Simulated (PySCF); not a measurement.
C5H5Cl, SMILES C#C/C(Cl)=C\C. Atoms are numbered in the order given.

```xyz
11

C      2.4729     0.4071     0.0000
C      1.2799     0.1817     0.0000
C     -0.1154    -0.0973     0.0000
Cl    -0.5181    -1.8145     0.0000
C     -1.0980     0.8233     0.0000
C     -0.8833     2.3019     0.0000
H      3.5284     0.6038     0.0000
H     -2.1281     0.4547     0.0000
H      0.1840     2.5623     0.0000
H     -1.3564     2.7627     0.8845
H     -1.3564     2.7627    -0.8845
```
Charge 0, spin multiplicity 1.

Geometry optimised at B3LYP-D3(BJ)/def2-SVP.

Computed with PBE/def2-TZVP run with PySCF.

Symmetry labels are those of the subgroup Cs that the program uses (full group Cs).

**Question.** List the valence orbital energies around the gap with their symmetry. (The exact figures need the calculation; the answer reports its results.)

**Answer.** 
| orbital | symmetry | energy (eV) |
|---|---|---|
| HOMO−7 | A" | -10.51 |
| HOMO−6 | A' | -9.75 |
| HOMO−5 | A" | -9.22 |
| HOMO−4 | A' | -9.18 |
| HOMO−3 | A' | -7.69 |
| HOMO−2 | A" | -7.41 |
| HOMO−1 | A' | -7.01 |
| HOMO | A" | -5.90 |
| LUMO | A" | -2.03 |
| LUMO+1 | A' | -1.23 |
| LUMO+2 | A' | 0.66 |
| LUMO+3 | A' | 0.94 |
